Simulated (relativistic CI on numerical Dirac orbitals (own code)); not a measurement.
## Inner-shell lines of Cu XXII

Method of calculation: Dirac-Coulomb-Breit CI, separate exchange-only KLI orbitals for each configuration, model QED (radiative potential, 1s self-energy scaled to tabulated hydrogen-like ionisation energies), unscaled Slater integrals (own radial code, finite nucleus).

Configurations in the expansion: 1s2 2s2 2p4, 1s 2s2 2p5, 1s 2s2 2p4 3p, 1s 2s 2p6, 1s2 2s 2p5, 1s 2s 2p5 3p. Levels of other configurations are missing.

The table holds the strongest lines. The upper levels have an inner-shell vacancy. Auger decay, open to those above the ionisation limit, is not computed, and radiative decays to configurations outside the model are missing too. Absolute energies can be off by a few tenths of a per cent, so close lines can change order. LS names give the leading component, which can be well under half, for lower levels too. Brackets number the levels in order of energy.

| λ (Å) | Upper | Lower | A (s⁻¹) | gA (s⁻¹) |
| --- | --- | --- | --- | --- |
| 1.53156 | 1s 2s2 2p5 3P°_2 [10] | 1s2 2s2 2p4 1D_2 [4] | 7.28e+13 | 3.64e+14 |
| 1.53065 | 1s 2s2 2p5 1P°_1 [13] | 1s2 2s2 2p4 1S_0 [5] | 2.36e+14 | 7.07e+14 |
| 1.52967 | 1s 2s 2p6 3S_1 [14] | 1s2 2s 2p5 3P°_0 [8] | 1.19e+14 | 3.56e+14 |
| 1.5296 | 1s 2s 2p6 1S_0 [15] | 1s2 2s 2p5 1P°_1 [9] | 8.75e+14 | 8.75e+14 |
| 1.52949 | 1s 2s2 2p5 3P°_2 [10] | 1s2 2s2 2p4 3P_1 [3] | 1.79e+14 | 8.93e+14 |
| 1.5278 | 1s 2s 2p6 3S_1 [14] | 1s2 2s 2p5 3P°_1 [7] | 3.30e+14 | 9.91e+14 |
| 1.52754 | 1s 2s2 2p5 3P°_1 [11] | 1s2 2s2 2p4 3P_1 [3] | 1.33e+14 | 4.00e+14 |
| 1.5266 | 1s 2s2 2p5 3P°_1 [11] | 1s2 2s2 2p4 3P_0 [2] | 2.33e+14 | 7.00e+14 |
| 1.52595 | 1s 2s2 2p5 3P°_2 [10] | 1s2 2s2 2p4 3P_2 [1] | 4.55e+14 | 2.28e+15 |
| 1.52558 | 1s 2s 2p6 3S_1 [14] | 1s2 2s 2p5 3P°_2 [6] | 5.81e+14 | 1.74e+15 |
| 1.52493 | 1s 2s2 2p5 1P°_1 [13] | 1s2 2s2 2p4 1D_2 [4] | 9.67e+14 | 2.90e+15 |
| 1.5246 | 1s 2s2 2p5 3P°_0 [12] | 1s2 2s2 2p4 3P_1 [3] | 6.99e+14 | 6.99e+14 |
| 1.52401 | 1s 2s2 2p5 3P°_1 [11] | 1s2 2s2 2p4 3P_2 [1] | 4.01e+14 | 1.20e+15 |
| 1.34041 | 1s 2s 2p5 3p 3D_3 [62] | 1s2 2s 2p5 3P°_2 [6] | 5.00e+13 | 3.50e+14 |
| 1.33777 | 1s 2s2 2p4 3p 3D°_3 [19] | 1s2 2s2 2p4 3P_2 [1] | 5.78e+13 | 4.05e+14 |
| 1.33622 | 1s 2s2 2p4 3p 3P°_2 [23] | 1s2 2s2 2p4 3P_2 [1] | 1.12e+14 | 5.60e+14 |
| 1.33584 | 1s 2s2 2p4 3p 5D°_3 [26] | 1s2 2s2 2p4 3P_2 [1] | 5.34e+13 | 3.74e+14 |
| 1.3349 | 1s 2s2 2p4 3p 3D°_3 [49] | 1s2 2s2 2p4 1D_2 [4] | 6.56e+13 | 4.59e+14 |
| 1.33478 | 1s 2s2 2p4 3p 1P°_1 [57] | 1s2 2s2 2p4 1S_0 [5] | 1.15e+14 | 3.45e+14 |
| 1.33467 | 1s 2s2 2p4 3p 1D°_2 [50] | 1s2 2s2 2p4 1D_2 [4] | 6.94e+13 | 3.47e+14 |
